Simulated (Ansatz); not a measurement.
Energy difference R1 → P1 + P2, each structure at its B3LYP-D3(BJ)/def2-TZVP stationary point, reached from a drawn start (curvature not checked).
R1, H4Zr (SMILES [ZrH4]) (charge 0, multiplicity 1):
```xyz
5

Zr     0.000     0.000     0.000
H      1.074     1.054     1.073
H      1.060    -1.072    -1.068
H     -1.055     1.080    -1.066
H     -1.079    -1.061     1.061
```
P1, H3Zr (SMILES [ZrH3]) (charge 0, multiplicity 2):
```xyz
4

Zr    -0.0013    -0.0009    -0.2376
H      1.8348    -0.0096     0.0701
H     -0.9083     1.5942     0.0774
H     -0.9252    -1.5837     0.0902
```
P2: H atom, charge 0, multiplicity 2.

P less R. No zero-point or thermal terms; singlets are restricted closed shells; open shells are unrestricted; no spin–orbit coupling. The spin states of the d-block species are the ones drawn and need not be the lowest.

Frozen-core correlation throughout.

The values were computed with Ansatz (an electronic-structure program) with Gaussian orbitals. All values are computed, each at the level named. Elements past Kr take the def2 small-core potentials, without spin–orbit coupling.

Total energies in hartree:

```
structure  PBE/def2-TZVPP  PBE0/def2-TZVPP  CCSD(T)/def2-TZVPP
---------  --------------  ---------------  ------------------
R1             -49.352763       -49.333876          -48.947740
P1             -48.735386       -48.717384          -48.329418
P2              -0.499616        -0.501036           -0.499810
```

Q: Work out the reaction energy at each level in kcal/mol (1 hartree = 627.50947 kcal/mol), and say how far PBE/def2-TZVPP lies from CCSD(T)/def2-TZVPP.

A: 
- PBE/def2-TZVPP: (-48.735386) + (-0.499616) − (-49.352763) = 0.117761 hartree = 73.90 kcal/mol
- PBE0/def2-TZVPP: (-48.717384) + (-0.501036) − (-49.333876) = 0.115456 hartree = 72.45 kcal/mol
- CCSD(T)/def2-TZVPP: (-48.329418) + (-0.499810) − (-48.947740) = 0.118512 hartree = 74.37 kcal/mol
PBE/def2-TZVPP less CCSD(T)/def2-TZVPP: -0.47 kcal/mol. CCSD(T)/def2-TZVPP is the level counted from, the highest shown, and no exact or measured value.
